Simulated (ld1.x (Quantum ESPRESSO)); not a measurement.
What one change does to a pseudopotential (cobalt, ultrasoft)

```
Element                 : cobalt (Co)
Generator               : ld1.x (Quantum ESPRESSO) 7.5
Type                    : ultrasoft
Functional              : LDA (PZ)
Relativity              : scalar-relativistic
Frozen core             : [Ne]
Valence charge          : 17
Reference configuration : 3s2 3p6 3d7 4s1 4p1
Partial waves           : 3s (bound): rcut 1.30, rcutus 1.50 bohr; 4s (bound): rcut 1.30, rcutus 1.50 bohr; 3p (bound): rcut 1.10, rcutus 1.15 bohr; 4p (bound): rcut 1.10, rcutus 1.15 bohr; 3d (bound): rcut 0.90, rcutus 1.15 bohr; 3d channel at 0.2 Ry: rcut 0.90, rcutus 1.15 bohr
Local potential         : all-electron potential smoothed inside 1.25 bohr (lloc = -2)
Core correction         : a·sin(br)/r model core inside 0.65 bohr
Augmentation charge     : PSQ, radius 0.95 bohr
```

Change: all radii but the core radius scaled by about 1.13 (s 1.70, p 1.30, d 1.30 bohr, rcut 1.48/1.26/1.02); local potential all-electron potential smoothed inside 1.42 bohr (lloc = -2); augmentation PSQ, radius 1.08 bohr.

Cutoffs: the cutoffs (Ry, on a coarse ladder) from which the occupation-weighted sum of valence levels, in a spherical-Bessel basis at the reference potential, stays within 10 and 1 mRy of its value at 400 Ry; they do not see the model core or the augmentation charge, which bear on the density cutoff. Errors are all-electron minus pseudo energies relative to the spin-unpolarised reference configuration.

Q: What does the change do?

A: The potential gets softer (100 Ry and 180 Ry → 80 Ry and 140 Ry); the number of tests with a reliable result goes from 9 to 0 (the test run of the changed file stopped, so its transferability is not established); neither file shows a bound ghost. A larger radius leaves more room for a smooth pseudo-wave, so fewer plane waves are needed.

| quantity | base | changed |
| --- | --- | --- |
| cutoff, loose | 100 Ry | 80 Ry |
| cutoff, tight | 180 Ry | 140 Ry |
| loose cutoff by channel (10 mRy a level) | s 40 Ry, p 55 Ry, d 70 Ry | s 35 Ry, p 50 Ry, d 55 Ry |
| bound ghosts | none | none |
| tests with a reliable result | 9 of 9 | 0 of 9 (the test run stopped) |
| lowest overlap eigenvalue by channel | s 0.08, p 0.32, d 0.89 | s 0.11, p 0.14, d 0.97 |
